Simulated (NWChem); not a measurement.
Species: GeH2, singlet; SMILES [GeH2]

```xyz
3

Ge     0.0000     0.0000     0.0363
H      0.0000    -1.1364    -1.0862
H      0.0000     1.1364    -1.0862
```
Atoms are numbered in this order, from 1.

Level: PBE0/def2-SVP (NWChem), optimised geometry, unscaled harmonic frequencies. Low-valent species are run as closed-shell singlets; no triplet was tried in these runs.

Q: List the harmonic frequencies with IR intensities, and the thermochemistry.

A: 
```csv
frequency (cm⁻¹),IR intensity (km/mol)
941,66.0
1930,312.8
1942,353.8
```

```yaml
zero_point_energy: 6.9 kcal/mol
thermal correction to the enthalpy at 298.15 K (with zero-point energy): 9.3 kcal/mol
heat capacity Cv: 6.4 cal/(mol K)
entropy at 298.15 K and 1 atm (symmetry number 2): 52.7 cal/(mol K)
dipole_moment: 0.01 D
```

Rigid rotor and harmonic oscillator.
